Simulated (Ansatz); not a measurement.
Ansatz (a program for electronic structure) input (B3LYP-D3(BJ)/def2-TZVP):

Ansatz 0.2 input:
```yaml
crystal:
  periodic: [false, false, false]
  atoms:
    - {symbol: Si, position_ang: [0.21781402, 0.00672841, 0.26095616]}
    - {symbol: C, position_ang: [1.93750172, 0.30848456, -0.16791459]}
    - {symbol: C, position_ang: [-0.52053881, -1.33612902, -0.90580733]}
    - {symbol: C, position_ang: [-0.86761219, 1.57052551, 0.06335538]}
    - {symbol: O, position_ang: [-0.46736986, -0.48406269, 1.78883600]}
    - {symbol: H, position_ang: [2.59131394, -0.56592724, -0.24309504]}
    - {symbol: H, position_ang: [2.45658745, 1.09851944, 0.38155389]}
    - {symbol: H, position_ang: [-0.46303610, -1.02696577, -1.94505190]}
    - {symbol: H, position_ang: [-1.56205239, -1.56403418, -0.68221222]}
    - {symbol: H, position_ang: [0.04315832, -2.26339724, -0.81500856]}
    - {symbol: H, position_ang: [-1.88235705, 1.42812638, 0.42694594]}
    - {symbol: H, position_ang: [-0.92078477, 1.88112350, -0.97664212]}
    - {symbol: H, position_ang: [-0.43055500, 2.39121662, 0.62521362]}
    - {symbol: H, position_ang: [-0.13375959, -1.32293434, 2.09619780]}
basis:
  gaussian:
    orbitals: def2-TZVP
hamiltonian:
  xc: b3lyp
  dispersion: d3bj
total_charge: -1
relax: {f_tol: 0.002, max_steps: 150}
```

Output:

```
Functional definition: B3LYP
integrals: 0.14 GiB planned
1348 factors; their error is unknown
0.29 GiB of the device are held for the grids
1.18 GiB of device memory are held for the factors and their scratch space
mean field: 1.05 GiB planned
mean field evaluation 1: about -13171.8529 eV, gradient 8.3e1 eV
mean field evaluation 2: about -13142.7026 eV, gradient 1.2e2 eV
mean field evaluation 4: about -13186.9677 eV, gradient 1.1e1 eV
mean field evaluation 8: about -13187.1793 eV, gradient 1.0e-1 eV
mean field evaluation 16: about -13187.1953 eV, gradient 4.1e-4 eV
mean field -13187.19532537 eV, -484.6204896055 hartree, gradient 4.7e-5 eV, S^2 0.000000; 0 other end points of the search recorded, 0 dependent functions left out
the calculation of the forces begins
reference -13187.19564200 eV, -484.6205012413 hartree; 25, 25 occupied and 190, 190 virtual orbitals, 1348 factors
relax step   1: F+E_penalty+E_count = -13187.70841722 eV  Δ(F+E_penalty+E_count) = +0.000e0 eV  max|allowed force component| = 5.666e-1 eV/Å  Δτ_max = 0.0000 Å  (29 SCF iters, accepted)
these checks for a lower state are left out or cut short: starts, cluster_reference, orbital_swaps, neighbouring_geometries, increment
integrals: 0.14 GiB planned
1348 factors; their error is unknown
0.29 GiB of the device are held for the grids
1.19 GiB of device memory are held for the factors and their scratch space
mean field: 1.06 GiB planned
mean field -13187.26177638 eV, -484.6229316350 hartree, gradient 1.3e-5 eV, S^2 0.000000; 0 other end points of the search recorded, 0 dependent functions left out
the calculation of the forces begins
reference -13187.26209409 eV, -484.6229433104 hartree; 25, 25 occupied and 190, 190 virtual orbitals, 1348 factors
relax step   2: F+E_penalty+E_count = -13187.77530994 eV  Δ(F+E_penalty+E_count) = -6.689e-2 eV  max|allowed force component| = 3.506e-1 eV/Å  Δτ_max = 0.1457 Å  (32 SCF iters, accepted)
these checks for a lower state are left out or cut short: starts, cluster_reference, orbital_swaps, neighbouring_geometries, increment
integrals: 0.14 GiB planned
1348 factors; their error is unknown
0.29 GiB of the device are held for the grids
1.19 GiB of device memory are held for the factors and their scratch space
mean field: 1.06 GiB planned
mean field evaluation 32: about -13187.2855 eV, gradient 1.8e-5 eV
mean field -13187.28547651 eV, -484.6238025987 hartree, gradient 1.8e-5 eV, S^2 0.000000; 0 other end points of the search recorded, 0 dependent functions left out
the calculation of the forces begins
reference -13187.28579571 eV, -484.6238143289 hartree; 25, 25 occupied and 190, 190 virtual orbitals, 1348 factors
relax step   3: F+E_penalty+E_count = -13187.80085430 eV  Δ(F+E_penalty+E_count) = -2.554e-2 eV  max|allowed force component| = 1.105e0 eV/Å  Δτ_max = 0.1946 Å  (31 SCF iters, accepted)
these checks for a lower state are left out or cut short: starts, cluster_reference, orbital_swaps, neighbouring_geometries, increment
integrals: 0.14 GiB planned
1348 factors; their error is unknown
0.29 GiB of the device are held for the grids
1.19 GiB of device memory are held for the factors and their scratch space
mean field: 1.06 GiB planned
mean field -13187.32285879 eV, -484.6251763720 hartree, gradient 8.8e-6 eV, S^2 0.000000; 0 other end points of the search recorded, 0 dependent functions left out
the calculation of the forces begins
reference -13187.32317712 eV, -484.6251880704 hartree; 25, 25 occupied and 190, 190 virtual orbitals, 1348 factors
relax step   4: F+E_penalty+E_count = -13187.83824168 eV  Δ(F+E_penalty+E_count) = -3.739e-2 eV  max|allowed force component| = 6.919e-1 eV/Å  Δτ_max = 0.1246 Å  (32 SCF iters, accepted)
these checks for a lower state are left out or cut short: starts, cluster_reference, orbital_swaps, neighbouring_geometries, increment
integrals: 0.14 GiB planned
1348 factors; their error is unknown
[...]
1.19 GiB of device memory are held for the factors and their scratch space
mean field: 1.06 GiB planned
mean field -13187.37054694 eV, -484.6269288791 hartree, gradient 1.9e-5 eV, S^2 0.000000; 0 other end points of the search recorded, 0 dependent functions left out
the calculation of the forces begins
reference -13187.37086663 eV, -484.6269406278 hartree; 25, 25 occupied and 190, 190 virtual orbitals, 1348 factors
relax step  14: F+E_penalty+E_count = -13187.88667233 eV  Δ(F+E_penalty+E_count) = -6.938e-5 eV  max|allowed force component| = 1.984e-2 eV/Å  Δτ_max = 0.0048 Å  (33 SCF iters, accepted)
these checks for a lower state are left out or cut short: starts, cluster_reference, orbital_swaps, neighbouring_geometries, increment
integrals: 0.14 GiB planned
1348 factors; their error is unknown
0.29 GiB of the device are held for the grids
1.19 GiB of device memory are held for the factors and their scratch space
mean field: 1.06 GiB planned
mean field -13187.37069681 eV, -484.6269343870 hartree, gradient 1.9e-5 eV, S^2 0.000000; 0 other end points of the search recorded, 0 dependent functions left out
the calculation of the forces begins
reference -13187.37101718 eV, -484.6269461601 hartree; 25, 25 occupied and 190, 190 virtual orbitals, 1348 factors
relax step  15: F+E_penalty+E_count = -13187.88679903 eV  Δ(F+E_penalty+E_count) = -1.267e-4 eV  max|allowed force component| = 9.159e-3 eV/Å  Δτ_max = 0.0236 Å  (32 SCF iters, accepted)
these checks for a lower state are left out or cut short: starts, cluster_reference, orbital_swaps, neighbouring_geometries, increment
integrals: 0.14 GiB planned
1348 factors; their error is unknown
0.29 GiB of the device are held for the grids
1.19 GiB of device memory are held for the factors and their scratch space
mean field: 1.06 GiB planned
mean field -13187.37073860 eV, -484.6269359225 hartree, gradient 1.9e-5 eV, S^2 0.000000; 0 other end points of the search recorded, 0 dependent functions left out
the calculation of the forces begins
reference -13187.37105959 eV, -484.6269477188 hartree; 25, 25 occupied and 190, 190 virtual orbitals, 1348 factors
relax step  16: F+E_penalty+E_count = -13187.88687420 eV  Δ(F+E_penalty+E_count) = -7.517e-5 eV  max|allowed force component| = 2.813e-2 eV/Å  Δτ_max = 0.0243 Å  (32 SCF iters, accepted)
these checks for a lower state are left out or cut short: starts, cluster_reference, orbital_swaps, neighbouring_geometries, increment
integrals: 0.14 GiB planned
1348 factors; their error is unknown
0.29 GiB of the device are held for the grids
1.19 GiB of device memory are held for the factors and their scratch space
mean field: 1.06 GiB planned
mean field evaluation 128: about -13187.3708 eV, gradient 1.9e-4 eV
mean field -13187.37075941 eV, -484.6269366875 hartree, gradient 1.9e-5 eV, S^2 0.000000; 0 other end points of the search recorded, 0 dependent functions left out
the calculation of the forces begins
reference -13187.37108065 eV, -484.6269484927 hartree; 25, 25 occupied and 190, 190 virtual orbitals, 1348 factors
relax step  17: F+E_penalty+E_count = -13187.88690822 eV  Δ(F+E_penalty+E_count) = -3.402e-5 eV  max|allowed force component| = 2.973e-2 eV/Å  Δτ_max = 0.0105 Å  (33 SCF iters, accepted)
these checks for a lower state are left out or cut short: starts, cluster_reference, orbital_swaps, neighbouring_geometries, increment
integrals: 0.14 GiB planned
1348 factors; their error is unknown
0.29 GiB of the device are held for the grids
1.19 GiB of device memory are held for the factors and their scratch space
mean field: 1.06 GiB planned
mean field -13187.37078820 eV, -484.6269377455 hartree, gradient 1.9e-5 eV, S^2 0.000000; 0 other end points of the search recorded, 0 dependent functions left out
the calculation of the forces begins
reference -13187.37110959 eV, -484.6269495564 hartree; 25, 25 occupied and 190, 190 virtual orbitals, 1348 factors
relax step  18: F+E_penalty+E_count = -13187.88694971 eV  Δ(F+E_penalty+E_count) = -4.150e-5 eV  max|allowed force component| = 1.221e-2 eV/Å  Δτ_max = 0.0117 Å  (32 SCF iters, accepted)
these checks for a lower state are left out or cut short: starts, cluster_reference, orbital_swaps, neighbouring_geometries, increment
integrals: 0.14 GiB planned
1348 factors; their error is unknown
0.29 GiB of the device are held for the grids
1.19 GiB of device memory are held for the factors and their scratch space
mean field: 1.06 GiB planned
mean field -13187.37079288 eV, -484.6269379173 hartree, gradient 1.9e-5 eV, S^2 0.000000; 0 other end points of the search recorded, 0 dependent functions left out
the calculation of the forces begins
reference -13187.37111437 eV, -484.6269497321 hartree; 25, 25 occupied and 190, 190 virtual orbitals, 1348 factors
relax step  19: F+E_penalty+E_count = -13187.88696261 eV  Δ(F+E_penalty+E_count) = -1.289e-5 eV  max|allowed force component| = 4.573e-3 eV/Å  Δτ_max = 0.0071 Å  (33 SCF iters, accepted)
these checks for a lower state are left out or cut short: starts, cluster_reference, orbital_swaps, neighbouring_geometries, increment
integrals: 0.14 GiB planned
1348 factors; their error is unknown
0.29 GiB of the device are held for the grids
1.19 GiB of device memory are held for the factors and their scratch space
mean field: 1.06 GiB planned
mean field -13187.37080707 eV, -484.6269384389 hartree, gradient 1.9e-5 eV, S^2 0.000000; 0 other end points of the search recorded, 0 dependent functions left out
the calculation of the forces begins
reference -13187.37112860 eV, -484.6269502550 hartree; 25, 25 occupied and 190, 190 virtual orbitals, 1348 factors
relax step  20: F+E_penalty+E_count = -13187.88696819 eV  Δ(F+E_penalty+E_count) = -5.586e-6 eV  max|allowed force component| = 2.259e-3 eV/Å  Δτ_max = 0.0038 Å  (33 SCF iters, accepted)
these checks for a lower state are left out or cut short: starts, cluster_reference, orbital_swaps, neighbouring_geometries, increment
integrals: 0.14 GiB planned
1348 factors; their error is unknown
0.29 GiB of the device are held for the grids
1.19 GiB of device memory are held for the factors and their scratch space
mean field: 1.06 GiB planned
mean field -13187.37082250 eV, -484.6269390060 hartree, gradient 1.9e-5 eV, S^2 0.000000; 0 other end points of the search recorded, 0 dependent functions left out
the calculation of the forces begins
reference -13187.37114404 eV, -484.6269508223 hartree; 25, 25 occupied and 190, 190 virtual orbitals, 1348 factors
relax step  21: F+E_penalty+E_count = -13187.88696966 eV  Δ(F+E_penalty+E_count) = -1.470e-6 eV  max|allowed force component| = 2.601e-3 eV/Å  Δτ_max = 0.0020 Å  (33 SCF iters, accepted)
these checks for a lower state are left out or cut short: starts, cluster_reference, orbital_swaps, neighbouring_geometries, increment
integrals: 0.14 GiB planned
1348 factors; their error is unknown
0.29 GiB of the device are held for the grids
1.19 GiB of device memory are held for the factors and their scratch space
mean field: 1.06 GiB planned
mean field evaluation 160: about -13187.3529 eV, gradient 3.9e-1 eV
mean field -13187.37082335 eV, -484.6269390370 hartree, gradient 1.9e-5 eV, S^2 0.000000; 0 other end points of the search recorded, 0 dependent functions left out
the calculation of the forces begins
reference -13187.37114488 eV, -484.6269508531 hartree; 25, 25 occupied and 190, 190 virtual orbitals, 1348 factors
relax step  22: F+E_penalty+E_count = -13187.88697030 eV  Δ(F+E_penalty+E_count) = -6.419e-7 eV  max|allowed force component| = 6.210e-4 eV/Å  Δτ_max = 0.0007 Å  (34 SCF iters, accepted)
integrals: 0.14 GiB planned
1348 factors; their error is unknown
0.29 GiB of the device are held for the grids
1.19 GiB of device memory are held for the factors and their scratch space
mean field: 1.06 GiB planned
mean field evaluation 192: about -13187.3708 eV, gradient 2.1e-5 eV
mean field -13187.37082335 eV, -484.6269390370 hartree, gradient 1.9e-5 eV, S^2 0.000000; 1 other end points of the search recorded, 0 dependent functions left out
the calculation of the forces begins
reference -13187.37114488 eV, -484.6269508531 hartree; 25, 25 occupied and 190, 190 virtual orbitals, 1348 factors
Total energy: -13187.88729184 eV, -484.6459189039 hartree
Atom 0 at     0.142625    -0.066781     0.238682 Å, force    -0.000174    -0.000540    -0.000595 eV/Å
Atom 1 at     1.881579     0.152380     0.125140 Å, force     0.000570    -0.000147     0.000037 eV/Å
Atom 2 at    -0.578736    -1.322539    -1.002226 Å, force     0.000221     0.000265     0.000485 eV/Å
Atom 3 at    -0.869277     1.537675     0.041777 Å, force     0.000341    -0.000387     0.000087 eV/Å
Atom 4 at    -0.467402    -0.675829     1.734303 Å, force     0.000507    -0.000064     0.000399 eV/Å
Atom 5 at     2.554230    -0.639016    -0.196100 Å, force    -0.000459    -0.000102     0.000049 eV/Å
Atom 6 at     2.378470     1.072327     0.422956 Å, force     0.000065     0.000455     0.000132 eV/Å
Atom 7 at    -0.565177    -0.927734    -2.021793 Å, force     0.000001     0.000202    -0.000163 eV/Å
Atom 8 at    -1.608254    -1.595420    -0.747496 Å, force    -0.000318    -0.000101     0.000012 eV/Å
Atom 9 at     0.018926    -2.239699    -0.992387 Å, force     0.000062    -0.000052     0.000011 eV/Å
Atom 10 at    -1.912360     1.395966     0.343634 Å, force    -0.000461    -0.000053     0.000113 eV/Å
Atom 11 at    -0.851238     1.895875    -0.991137 Å, force    -0.000048     0.000151    -0.000621 eV/Å
Atom 12 at    -0.445511     2.324206     0.674428 Å, force     0.000119     0.000295     0.000377 eV/Å
Atom 13 at     0.320434    -0.790137     2.277547 Å, force    -0.000425     0.000077    -0.000323 eV/Å
Dipole moment:    -0.541928    -0.045655    -0.023787 e Å
```

It need not be the lowest isomer of its formula. Whether it binds its extra electron was not tested at this geometry.
